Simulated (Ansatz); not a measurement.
(HGaSe)4 cubane (Ga4H4Se4), 12 atoms. Hardware: 2 threads of AMD EPYC 7R13 on a shared host and a share (18 GiB) of an NVIDIA H100 80GB HBM3.

Correlated methods freeze 72 core orbitals; core or outer-core shells of Ga, Se are correlated, in sets that lack core-valence functions. Single mean-field runs in def2-TZVP are fitted with def2-universal-jkfit.

**Question.** How many basis functions does each of these Ansatz runs have, and roughly what does it cost? PBE0-D4/def2-TZVP, charge -1 doublet at the geometry of the charge 0 singlet, energy; CCSD(T)/def2-SVP, charge 0 singlet, energy, from earlier orbitals; PBE-D4/def2-TZVP, charge 0 singlet, energy and forces, from earlier orbitals; PBE0-D4/def2-TZVP, charge 0 triplet at the geometry of the charge 0 singlet, energy; PBE-D4/def2-TZVP, charge -1 doublet, energy, from earlier orbitals; PBE-D4/def2-SVP, charge -1 doublet, relaxation, 19 steps; r2SCANh-D4/def2-TZVP, charge 0 singlet, energy, from earlier orbitals; PBE-D4/def2-SVP, charge 1 doublet, relaxation, 19 steps; r2SCAN-D4/def2-TZVP, charge 0 singlet, energy, from earlier orbitals; PBE0-D4/def2-SVP, charge 0 singlet, energy, from earlier orbitals; PBE-D4/def2-TZVP, charge -1 doublet at the geometry of the charge 0 singlet, energy, from earlier orbitals; PBE0-D4/def2-TZVP, charge -1 doublet, energy, from earlier orbitals.

**Answer.** Other jobs shared the machine, so times can vary by a factor of up to 3.

```tsv
run	functions	fitting or Cholesky vectors	wall time	peak host memory (GiB)
r2SCANh-D4/def2-TZVP, charge 0 singlet, energy, from earlier orbitals	408	2200	6 s	0.89
PBE0-D4/def2-SVP, charge 0 singlet, energy, from earlier orbitals	276	2716	6 s	0.96
r2SCAN-D4/def2-TZVP, charge 0 singlet, energy, from earlier orbitals	408	2200	6.5 s	0.87
PBE-D4/def2-TZVP, charge -1 doublet, energy, from earlier orbitals	408	2200	8 s	0.9
PBE-D4/def2-TZVP, charge 0 singlet, energy and forces, from earlier orbitals	408	2200	9.5 s	0.87
PBE0-D4/def2-TZVP, charge -1 doublet, energy, from earlier orbitals	408	2200	13 s	0.93
PBE-D4/def2-TZVP, charge -1 doublet at the geometry of the charge 0 singlet, energy, from earlier orbitals	408	2200	13 s	0.93
PBE0-D4/def2-TZVP, charge 0 triplet at the geometry of the charge 0 singlet, energy	408	2200	20 s	0.96
CCSD(T)/def2-SVP, charge 0 singlet, energy, from earlier orbitals	276	2716	22 s	0.91
PBE0-D4/def2-TZVP, charge -1 doublet at the geometry of the charge 0 singlet, energy	408	2200	33 s	0.96
PBE-D4/def2-SVP, charge -1 doublet, relaxation, 19 steps	276	3036	53 s	0.94
PBE-D4/def2-SVP, charge 1 doublet, relaxation, 19 steps	276	3036	81 s	0.94
```
